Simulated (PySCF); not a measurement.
NMR data simulated for an unnamed compound:

¹H NMR (400 MHz, computed): δ 3.43 (s, 6H), 1.17 (t, 3H), 0.98 (q, 2H), 0.29 (s, 3H).

¹³C{¹H} NMR (computed): δ 12.9 (CH3), 12.9 (CH2), -1.7 (CH3).

- GFN2-xTB geometry
- PBE0/pcSseg-1 with gauge-including orbitals
- code: PySCF
- no relativistic terms, rapidly exchanging positions averaged, in vacuum, single conformer

δ = σ(ref) − σ, references computed at the same level: TMS for ¹H (σref 31.72) and ¹³C (σref 186.93).

Task: Which of these does the molecule contain: a CF3 group, a three-membered ring, a Si–CH3 group, an S-methyl group, a Si–H bond, a CH3CH2 unit?

Result: 
- A CF3 group: no.
- A three-membered ring: no.
- A Si–CH3 group: yes (δC -1.7; δH 0.29 (s)).
- An S-methyl group: no.
- A Si–H bond: yes (δH 3.43 (s)).
- A CH3CH2 unit: yes (δC 12.9, 12.9; δH 1.17 (t), 0.98 (q)).

The data belong to `InChI=1S/C3H14Si3/c1-3-6(2,4)5/h3H2,1-2,4-5H3`; they needn't prove each group on their own.

Carbon signals by region: 3 below 50 ppm.

Shifts are as computed. Against solution values, carbons near 30 ppm lie about +3 ppm off and those near 130 ppm about +5 ppm. Of 1309 compounds with measured shifts, 239 miss one by over three times the rms of a fit or turn the order of signals round; such compounds aren't used in these exercises. Multiplicities follow the n + 1 count of equivalent neighbours, as no J values were calculated; m marks all less simple cases, F and P coupling included.
